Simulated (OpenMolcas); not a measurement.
## Computed transition rates of Sn

```yaml
Program: OpenMolcas 26.06
Method: "SS-CASPT2, IPEA 0.25 Eh, imaginary shift 0.1 Eh (closed shells correlated: 4d)"
Basis: ANO-R3 [8s7p5d3f2g1h]
Scalar_Hamiltonian: X2C, finite nucleus
Active_space: 4 electrons in 4 orbitals (5s 5p)
State_averaging: 2S+1 = 3 even, 3 roots; 2S+1 = 1 even, 6 roots; 2S+1 = 5 odd, 1 root; 2S+1 = 3 odd, 5 roots
Spin-orbit_coupling: RASSI with atomic mean-field integrals over the reference wave functions, term energies averaged over their components
```

Rates come from the transition moments of the reference wave functions (E1 and E2 in the length form). At fixed line strength A goes as λ^-3 for E1 and M1 and as λ^-5 for E2, so a rate at the computed wavelength can be rescaled to the measured one. Measured vacuum wavelengths follow from level energies in NIST Handbook of Basic Atomic Spectroscopic Data. Branching counts decays inside the model space alone, at computed energies, and the table is only a selection of the E2 and M1 lines, drawn from those between levels with measured partners whose computed energy lies within a factor of 1.5 of the measured one.

| Upper | Lower | Type | λ computed (nm) | λ measured (nm) | A computed (s-1) | A rescaled (s-1) | Branching % |
| --- | --- | --- | --- | --- | --- | --- | --- |
| 5s² 5p² ³P₁ | 5s² 5p² ³P₀ | M1 | 6854 | 5911 | 5.46e-02 | 8.51e-02 | 100.0 |
| 5s² 5p² ³P₂ | 5s² 5p² ³P₁ | M1 | 6389 | 5761 | 4.78e-02 | 6.52e-02 | 99.3 |
| 5s² 5p² ³P₂ | 5s² 5p² ³P₀ | E2 | 3307 | 2917 | 3.30e-04 | 6.18e-04 | 0.7 |
| 5s² 5p² ¹D₂ | 5s² 5p² ³P₂ | M1 | 1980 | 1929 | 3.89e-01 |  | 54.5 |
| 5s² 5p² ¹D₂ | 5s² 5p² ³P₂ | E2 | 1980 | 1929 | 4.89e-03 |  | 0.7 |
| 5s² 5p² ¹D₂ | 5s² 5p² ³P₁ | M1 | 1511 | 1445 | 3.17e-01 |  | 44.4 |
| 5s² 5p² ¹S₀ | 5s² 5p² ¹D₂ | E2 | 1095 | 1170 | 1.62e+00 | 1.16e+00 | 20.0 |
| 5s² 5p² ¹S₀ | 5s² 5p² ³P₂ | E2 | 705.1 | 728.1 | 6.64e-01 |  | 8.2 |
| 5s² 5p² ¹S₀ | 5s² 5p² ³P₁ | M1 | 635.1 | 646.4 | 5.81e+00 |  | 71.8 |

Spin-changing lines and M1 lines between different terms are not rescaled, since their strength hangs on the term gaps too.

The largest correction is for 5s² 5p² ³P₂ → 5s² 5p² ³P₀ (E2): 3.30e-04 × (3307 / 2917)^5 = 6.18e-04 s-1, a factor of 1.87.

No measured rate stands beside these. Rescaling mends the energy factor alone: line strengths can still be far off where a level mixes with configurations outside the active space, and weak or spin-changing lines hang on small mixing coefficients that depend on the term gaps too, so rescaling need not improve them.

CASPT2 breaks the degeneracy within a term, and the mean is taken; among the terms shown or strongly mixed into the levels shown the widest spread is 17 cm-1 (5s² 5p² ¹D). Over all roots computed the reference weight is 0.84 to 0.93; the roots of lowest weight are the least certain, and an intruder state may touch them. Measured partners are found by configuration, term and J. A level has none where our copy of the source lacks it or the pairing is in doubt (some pairs that miss far off the trend of their configuration count as doubtful). Only configurations of the active space appear.
